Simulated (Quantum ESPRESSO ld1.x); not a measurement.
Results of a calculation; reference values are marked as such.
Species: the gallium ion Ga8+. Configuration: [Ar] 3d5 (the NIST ground configuration). Code: ld1.x of Quantum ESPRESSO 7.5. Model: Dirac Kohn-Sham, PW91, spin-unpolarised, spherical densities, point nucleus; open shells fill j = l - 1/2 first.

Normalised radial functions P(r) = r R(r) (large component), r in bohr:

r	2p3/2	3s1/2	3p3/2
0.002554	0.0056	0.1105	0.0023
0.003221	0.0088	0.1356	0.0037
0.004062	0.0137	0.1654	0.0057
0.005082	0.0211	0.1989	0.0088
0.006409	0.0328	0.2386	0.0137
0.008083	0.0507	0.2828	0.0211
0.01011	0.0767	0.3282	0.0319
0.01275	0.1168	0.3750	0.0486
0.01608	0.1761	0.4167	0.0732
0.02012	0.2585	0.4448	0.1073
0.02538	0.3787	0.4508	0.1569
0.032	0.5439	0.4198	0.2245
0.04004	0.7536	0.3411	0.3093
0.05049	1.0252	0.1972	0.4169
0.06367	1.3431	-0.0129	0.5375
0.07966	1.6684	-0.2641	0.6502
0.1005	1.9754	-0.5320	0.7328
0.1267	2.1816	-0.7336	0.7366
0.1585	2.2145	-0.7759	0.6184
0.1999	2.0304	-0.5817	0.3347
0.2521	1.6396	-0.1284	-0.1057
0.3154	1.1517	0.4687	-0.6105
0.3977	0.6643	1.0599	-1.0821
0.5016	0.3048	1.4013	-1.3492
0.6275	0.1100	1.3783	-1.3280
0.7914	0.0273	1.0522	-1.0532
0.998	0.0044	0.6178	-0.6638
1.249	0.0005	0.2794	-0.3317
1.575	0.0000	0.0877	-0.1197
1.986	0.0000	0.0179	-0.0293

2p3/2: eigenvalue -1284.2 eV, 0 radial nodes, <r> = 0.192 bohr, 90 % of the charge inside 0.313 bohr. 3s1/2: eigenvalue -323.78 eV, 2 radial nodes at r = 0.0629, 0.265 bohr, <r> = 0.619 bohr, 90 % of the charge inside 0.916 bohr. 3p3/2: eigenvalue -271.87 eV, 1 radial node at r = 0.240 bohr, <r> = 0.631 bohr, 90 % of the charge inside 0.954 bohr.
